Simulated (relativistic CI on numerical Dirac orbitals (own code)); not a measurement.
How well does a small relativistic CI reproduce S⁵⁺?

Calculated at this level of theory: Dirac-Coulomb-Breit CI, orbitals from a KLI potential per configuration, model QED (radiative potential, 1s self-energy scaled to tabulated hydrogen-like ionisation energies), valence Slater integrals scaled by 0.85, P86 correlation estimate, and configurations built on the next ion tied to the tabulated ionisation energy (semi-empirical) (own radial code, finite nucleus).

Configurations in the expansion (outside the closed core [Ne]): 3s, 3p, 3d, 4s, 4p, 4d, 4f, 5s, 5p, 5d, 5f, 5g. Levels of other configurations are missing.

```
Configuration  Term (tabulated)    J  Measured (cm⁻¹)  Computed  Error  Purity (%)
           3s                2S  1/2              0.0         0      0         100
           3p               2P°  1/2         105873.6    109519   3646         100
           3p               2P°  3/2         107137.7    110755   3617         100
           3d                2D  3/2         247422.5    250835   3412         100
           3d                2D  5/2         247455.0    250848   3393         100
           4s                2S  1/2         362988.8    364175   1186         100
           4p               2P°  1/2         401169.2    402577   1408         100
           4p               2P°  3/2         401627.1    403021   1393         100
           4d                2D  3/2         451796.8    452960   1163         100
           4d                2D  5/2         451813.8    452965   1151         100
           5s                2S  1/2         504102.4    504739    637         100
           5p               2P°  1/2         522029.1    522815    786         100
           5p               2P°  3/2         522249.5    523025    776         100
           5d                2D  3/2         546047.6    546730    682         100
           5d                2D  5/2         546058.6    546732    673         100
```

Measured levels from NIST levels in Podobedova, Kelleher and Wiese, J. Phys. Chem. Ref. Data 38, 171 (2009); pairs were made by configuration, J and term (by order where the table uses no LS term), so strongly mixed levels may be paired wrongly.

Mean error by configuration (cm⁻¹): 3p 3631; 3d 3402; 4s 1186; 4p 1401; 4d 1157; 5s 637; 5p 781; 5d 678. Over the excited levels the mean absolute error is 1709 cm⁻¹ (14 of the 14 excited levels that our extract of the source holds in range could be paired), and the median relative error of those above 1,000 cm⁻¹ is 0.29 %.
